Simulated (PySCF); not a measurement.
## [La(H2O)]3+ at several levels of theory

Computed with PySCF 2.14.0 (density fitting, no spin-orbit coupling) at the geometry relaxed with r2SCAN:

```xyz
4
[La(H2O)]3+ (singlet)
La    0.0000    0.0000   -0.1584
O     0.0000    0.0000    2.1862
H     0.7775    0.0000    2.8133
H    -0.7775    0.0000    2.8133
```

| level | basis | state | HOMO (eV) | gap (eV) | charge on La1 (e) | population of f-type functions on La1 (core shells left out) | dipole about the centre of mass (D) | largest force component (eV/Å) |
| --- | --- | --- | --- | --- | --- | --- | --- | --- |
| r2SCAN | La def2-SVP with ECP46, O def2-SVP, H def2-SVP | singlet | -25.65 | 5.54 | 2.58 | 0.04 | 2.44 | 0.02 |
| r2SCAN | La def2-TZVP with ECP46, O def2-TZVP, H def2-TZVP | singlet | -25.66 | 5.43 | 2.64 | 0.04 | 2.47 | 0.26 |
| r2SCAN | La x2c-SVPall, O x2c-SVPall, H x2c-SVPall | singlet | -25.84 | 5.26 | 2.60 | 0.06 | 2.55 | 0.78 |

Charges are Mulliken's, which hang on the basis. The relaxation used the grid (50, 194), these runs (75, 302) or, all-electron (x2c bases, spin-free X2C Hamiltonian), (99, 590).

(1) Order these levels, in the first row's basis, by the HOMO–LUMO gap they give here, smallest first.
A. BP86
B. TPSSh
C. CAM-B3LYP
D. BLYP

(2) And their other results?

No frequency check is given that shows the relaxed geometry to be a minimum.

## Answers

(1) D (4.50 eV), A (4.75 eV), B (5.88 eV), C (9.76 eV).

(2) 
```tsv
level	state	HOMO (eV)	gap (eV)	charge on La1 (e)	population of f-type functions on La1 (core shells left out)	dipole about the centre of mass (D)	largest force component (eV/Å)
BP86	singlet	-25.48	4.75	2.54	0.04	2.70	0.50
TPSSh	singlet	-26.07	5.88	2.58	0.04	2.47	0.13
CAM-B3LYP	singlet	-28.47	9.76	2.59	0.05	2.29	0.06
BLYP	singlet	-25.26	4.50	2.53	0.04	2.73	0.40
```
